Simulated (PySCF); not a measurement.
## MoC: one state, many levels of theory

State: ³Σ⁻ (triplet), unpaired electrons δ ↑↑. Set-up: Mo def2-TZVPP with ECP28, C def2-TZVPP; scalar-relativistic core potentials (PySCF 2.14). De refers to Mo (4d5 5s1) + C in their high-spin ground configurations, without counterpoise correction. The functionals are run spin-unrestricted. A positive dipole means Mo(−)C(+). Levels whose curve was spin-contaminated or gave no clean fit are not listed.

```csv
Level,Re (Å),ωe (cm⁻¹),De (eV),μ (D)
ROHF,1.595,1253,n/a,-6.51
ROHF-CCSD,1.653,1093,3.90,n/a
ROHF-CCSD(T),1.673,1051,4.61,n/a
M06,1.629,1131,5.58,-5.52
ωB97M-V,1.631,1130,4.60,-5.96
```

Correlated steps freeze 1 core orbital. The metal atom is held in its measured ground configuration; semilocal functionals can put another filling of s and d lower by some tenths of an eV, and De to that atom would be smaller. These are scalar-relativistic numbers at best; spin–orbit coupling would shift them, the dissociation energy most. The CCSD T1 diagnostic is raised, a sign that a single reference may not be enough here. UHF is strongly spin-contaminated for MoC, so the ROHF reference used there is far from stable. With d or f electrons several states lie close, and the lowest PBE0 determinant need not be the measured ground state.
